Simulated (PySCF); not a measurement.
C3HF5S.
Z-matrix (Å and degrees, PBE0-D3(BJ)/def2-SVP geometry), rows numbered from 1:
```
F 
C   1  1.3446
F   2  1.3450  1  108.24
C   2  1.5214  1  110.53  3   119.35
S   4  1.6052  2  121.55  1   138.17
C   4  1.5287  2  115.81  1   -42.71
F   6  1.3218  4  112.08  2  -166.08
F   6  1.3310  4  110.06  2   -45.40
F   6  1.3310  4  109.68  2    73.67
H   2  1.1023  1  109.61  3  -119.17
```

Level: PBE0/def2-SVPD in PySCF, non-relativistic, on one gas-phase PBE0-D3(BJ)/def2-SVP geometry that isn't relaxed in the solvent. The solvent is an IEF-PCM continuum (Bondi radii, 1.10 Å for H, scaled by 1.2). Only the electrostatic response of the medium enters.

Gas phase at PBE0/def2-SVPD: HOMO -7.97 eV, LUMO -3.90 eV, dipole 1.94 D.

Task: What does the continuum do to the energy, the frontier levels and the dipole at PBE0/def2-SVPD in tetrahydrofuran?

Result: 
| solvent | ε | E(solvent) − E(gas) (kcal/mol) | polarisation term (kcal/mol) | distortion of the solute (kcal/mol) | HOMO (eV) | LUMO (eV) | dipole (D) |
| --- | --- | --- | --- | --- | --- | --- | --- |
| tetrahydrofuran | 7.426 | -2.66 | -2.99 | 0.33 | -7.76 | -3.66 | 2.42 |

Polarisation term: ½ Σ q·V over the induced surface charges. Distortion: the rise of the solute's own energy as its density leaves the gas-phase optimum.

Task: Which radius a makes the point-dipole formula ΔE = −[(ε − 1)/(2ε + 1)]·μ²/a³ give the value in tetrahydrofuran, with the gas-phase dipole?

Result: μ = 0.763 au and |ΔE| = 0.00424 Eh give a = 2.02 Å; the farthest nucleus lies 2.42 Å from the centroid of the nuclei, so such a sphere wouldn't even hold the nuclei. The formula assumes a rigid point dipole at the centre of a sphere.

Task: How does the static polarisability (PBE0/def2-SVPD, frozen core, with the continuum's full static response) change?

Result: 
```json
{"medium": "gas", "isotropic (au)": "60.0", "principal values (au)": "48.6, 57.5, 74.0", "⟨r²⟩ of the electrons (bohr²)": "1182.7"}
{"medium": "tetrahydrofuran", "isotropic (au)": "74.5", "principal values (au)": "60.2, 69.7, 93.7", "⟨r²⟩ of the electrons (bohr²)": "1182.8"}
```

The isotropic value in tetrahydrofuran is 1.24 times the gas-phase one; no cavity-field correction is applied. ⟨r²⟩ is taken about the centre of nuclear charge.
